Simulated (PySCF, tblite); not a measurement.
Isomers of [C6H8P]- (charge -1), one GFN2-xTB conformer each. Single-point energies are computed at PBE0/pcSseg-1 (PySCF, gas phase, no added dispersion term), electronic only.

Problem. Rank them by PBE0/pcSseg-1 energy, lowest first (kcal/mol).
A. `CC1=C[P-]C(C)=C1`
B. `[CH3:1][CH2:2][c:3]1[cH:4][cH:5][p-:6][cH:7]1` (charge -1) with C1–C2–C3–C4 -86°
C. `Cc1cc[p-]c1C`
D. `Cc1ccc(C)[p-]1`

Solution. C (0.0), A (0.1), B (0.3), D (0.8).

Neighbours under 5.0 kcal/mol apart (Cc1cc[p-]c1C and Cc1c[p-]c(C)c1; Cc1c[p-]c(C)c1 and CCc1cc[p-]c1; CCc1cc[p-]c1 and Cc1ccc(C)[p-]1) can change places with a better method, another conformer or zero-point energy. GFN2-xTB itself gives, in the same order: 0.0, 0.1, 1.2, 1.8. Both levels put the same isomer lowest; measured from each level's own lowest isomer, the values differ by up to 1.0 kcal/mol (Cc1ccc(C)[p-]1: 1.8 against 0.8).

Problem. What happens when harmonic zero-point energies from GFN2-xTB frequencies are added?

Solution. 
| SMILES | ZPE (kcal/mol) | electronic (kcal/mol) | with ZPE (kcal/mol) |
| --- | --- | --- | --- |
| Cc1cc[p-]c1C | 74.1 | 0.0 | 0.1 |
| Cc1c[p-]c(C)c1 | 73.9 | 0.1 | 0.0 |
| CCc1cc[p-]c1 | 74.6 | 0.3 | 0.9 |
| Cc1ccc(C)[p-]1 | 73.9 | 0.8 | 0.7 |

The zero-point energies span 0.7 kcal/mol. Cc1c[p-]c(C)c1 becomes the lowest.
